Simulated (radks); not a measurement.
Values are calculated unless marked as measured or tabulated.
Task: Ionisation of the nitrogen ion N2+, [He] 2s2 2p1, to [He] 2s2 as the strength of local exchange is varied. Code: a radial shooting solver on a logarithmic mesh with Libxc functionals. Model: non-relativistic Kohn-Sham, Slater X-alpha exchange (alpha = 2/3 is LDA exchange), no correlation, spin-polarised, spherical densities, point nucleus; open shells are filled with parallel spins first.

| alpha | E(N2+) (hartree) | exchange (hartree) | IE (eV) | -e of the level emptied (eV) | <r> of it (bohr) |
|---|---|---|---|---|---|
| 0.665 | -52.11768 | -4.93342 | 46.272 | 37.279 (2p) | 1.131 |
| 0.667 | -52.13252 | -4.94918 | 46.313 | 37.320 (2p) | 1.131 |
| 0.727 | -52.57896 | -5.42436 | 47.553 | 38.563 (2p) | 1.117 |
| 0.858 | -53.56228 | -6.47901 | 50.317 | 41.348 (2p) | 1.088 |
| 0.888 | -53.78913 | -6.72385 | 50.962 | 41.999 (2p) | 1.081 |
| 0.944 | -54.21423 | -7.18417 | 52.175 | 43.229 (2p) | 1.069 |
| 1.042 | -54.96334 | -8.00008 | 54.334 | 45.422 (2p) | 1.050 |
| ? | -53.47926 | -6.38955 | 50.082 | 41.111 (2p) | 1.090 |

Which alpha was used in the last row?

Result: alpha = 0.847. NIST Atomic Spectra Database: 47.445 eV (semi-empirical). The Delta-SCF value meets it near alpha = 0.72. Open shells are spherical and high-spin; term and fine-structure splittings are not resolved.
